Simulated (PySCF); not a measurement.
Start geometry of `BOBN` (B2H5NO) from GFN2-xTB (Å):
```
atom  x, y, z in Å
B1    -1.8453    0.0523   -0.0059
O2    -0.5979    0.3037    0.0153
B3     0.6908    0.5261    0.0424
N4     1.6458   -0.5437    0.1001
H5    -2.4251   -0.0514   -1.0590
H6    -2.4784   -0.0008    1.0006
H7     1.1323    1.6294    0.0385
H8     2.6247   -0.4328    0.1234
H9     1.3110   -1.5000    0.1382
```

Question: What comes out of this run: PBE0-D3(BJ)/def2-SVP geometry optimisation, gas phase (PySCF)?

Answer: 
```
atom  x, y, z in Å
B1    -1.7713    0.5038    0.3481
O2    -0.6671   -0.2698    0.2997
B3     0.5812    0.0958   -0.1877
N4     1.6208   -0.8214   -0.0750
H5    -1.7432    1.6449   -0.0666
H6    -2.7780    0.0204    0.8172
H7     0.7596    1.1799   -0.6949
H8     2.5575   -0.6308   -0.3994
H9     1.4947   -1.7310    0.3517
```

The energy falls by 0.308 eV over 33 energy and gradient evaluations, the largest force component goes from 0.0646 to 8.5e-05 Eh/bohr, and the atoms move by 0.758 Å rms after alignment. The bond that changes most is O2–B3 (boron-bound oxygen to three-coordinate boron), which lengthens by 0.081 Å. Bonds longer at the end by more than 0.005 Å: 6 of 8; shorter: 1. Among the angles that change most is B1–O2–B3, from 178.4° to 126.7°. Rotational constants go from 36485, 4487, 4136 to 45261, 4389, 4003 MHz. The orientation of the end geometry is arbitrary; only internal coordinates are fixed.

The run used 81 basis functions and 211 SCF cycles in all.

No PBE0-D3(BJ)/def2-SVP frequencies stand behind this structure, so it isn't proved a minimum. One conformer, not necessarily the lowest.
